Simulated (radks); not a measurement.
The lead ion Pb3+, 79 electrons, occupied as [Xe] 4f14 5d10 6s1.

All-electron calculation, Dirac Kohn-Sham, Slater X-alpha with alpha = 0.832, spin-unpolarised, spherical densities, point nucleus. Program: a radial shooting solver on a logarithmic mesh with Libxc functionals.

Energy parts (hartree):
total: -20998.6624
kinetic: 24453.8487
electron-nucleus: -53023.8069
Hartree: 8034.4540
exchange: -463.1583

Orbitals (lengths in bohr, moments of r in powers of bohr; <r^-3> diverges for s and p1/2; r(90%) holds 90 % of the orbital's charge):
| orbital | occ. | eigenvalue (hartree) | <r^4> | r(90%) | <r> | <r^-3> | small-component weight |
|---|---|---|---|---|---|---|---|
| 1s1/2 | 2 | -3239.794 | 3.526e-07 | 0.0294 | 0.01604 | - | 9.80e-02 |
| 2s1/2 | 2 | -581.0785 | 0.00005041 | 0.105 | 0.06682 | - | 2.26e-02 |
| 2p1/2 | 2 | -558.5573 | 0.00002966 | 0.0916 | 0.05478 | - | 2.27e-02 |
| 2p3/2 | 4 | -477.7015 | 0.00004789 | 0.103 | 0.06370 | 23490 | 2.00e-02 |
| 3s1/2 | 2 | -140.6412 | 0.001816 | 0.256 | 0.1736 | - | 7.62e-03 |
| 3p1/2 | 2 | -130.3977 | 0.001570 | 0.247 | 0.1640 | - | 7.58e-03 |
| 3p3/2 | 4 | -112.3231 | 0.002232 | 0.270 | 0.1803 | 5556 | 6.78e-03 |
| 3d3/2 | 4 | -95.38705 | 0.001459 | 0.243 | 0.1565 | 977.6 | 6.67e-03 |
| 3d5/2 | 6 | -91.52875 | 0.001620 | 0.250 | 0.1614 | 797.5 | 6.46e-03 |
| 4s1/2 | 2 | -32.83652 | 0.03963 | 0.549 | 0.3830 | - | 2.63e-03 |
| 4p1/2 | 2 | -28.38069 | 0.04167 | 0.557 | 0.3839 | - | 2.54e-03 |
| 4p3/2 | 4 | -23.93709 | 0.05835 | 0.606 | 0.4184 | 1372 | 2.23e-03 |
| 4d3/2 | 4 | -16.64627 | 0.06687 | 0.629 | 0.4224 | 219.4 | 2.03e-03 |
| 4d5/2 | 6 | -15.81309 | 0.07390 | 0.645 | 0.4334 | 174.8 | 1.95e-03 |
| 5s1/2 | 2 | -6.50023 | 0.9343 | 1.21 | 0.8482 | - | 7.17e-04 |
| 4f5/2 | 6 | -6.33799 | 0.1103 | 0.708 | 0.4463 | 38.73 | 1.60e-03 |
| 4f7/2 | 8 | -6.14806 | 0.1165 | 0.717 | 0.4525 | 36.69 | 1.56e-03 |
| 5p1/2 | 2 | -4.96409 | 1.255 | 1.30 | 0.9043 | - | 6.30e-04 |
| 5p3/2 | 4 | -4.11836 | 1.844 | 1.43 | 0.9944 | 257.1 | 5.31e-04 |
| 5d3/2 | 4 | -1.97686 | 4.983 | 1.84 | 1.231 | 27.79 | 3.47e-04 |
| 5d5/2 | 6 | -1.87401 | 5.686 | 1.91 | 1.271 | 21.59 | 3.26e-04 |
| 6s1/2 | 1 | -1.42647 | 31.68 | 2.92 | 2.050 | - | 1.35e-04 |

The highest occupied level is 6s1/2 at -38.816 eV. The density falls to 0.001 e/bohr^3 at r = 3.32 bohr. Summed over all electrons, <r^2> = 38.35 bohr^2, which gives a Langevin (diamagnetic) susceptibility term of -30.4 x 10^-6 cm^3/mol.
